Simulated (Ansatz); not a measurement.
Total energies of Mg2Cl2⁺ from Ansatz at r2SCAN-D4/def2-TZVP, gas phase (1 Eh = 27.2114 eV = 2625.5 kJ/mol). The reference geometry is relaxed at PBE0-D4/def2-TZVP.

```tsv
atom	x (Å)	y (Å)	z (Å)
Mg1	0.051	-0.421	1.560
Mg2	-0.051	0.421	-1.559
Cl3	-1.683	0.173	0.101
Cl4	1.683	-0.173	-0.101
```

```tsv
state	geometry	energy (Eh)
charge 1 doublet	reference	-1320.38772
charge 0 triplet	reference	-1320.61709
charge 1 quartet	relaxed at PBE0-D4/def2-TZVP	-1320.25452
```

(1) Work out the vertical electron affinity, to the triplet.

(2) Which of the charge 1 states is lowest, and how far above it are the others?

(1) E(charge 1 doublet) − E(charge 0 triplet) = -1320.38772 − (-1320.61709) = 0.22937 Eh = 6.24 eV.

(2) The doublet. quartet: -1320.25452 − (-1320.38772) = 0.13320 Eh = 349.7 kJ/mol. The quartet differs in its bonds from the reference.

The structure comes from a short search, and lower isomers may exist.
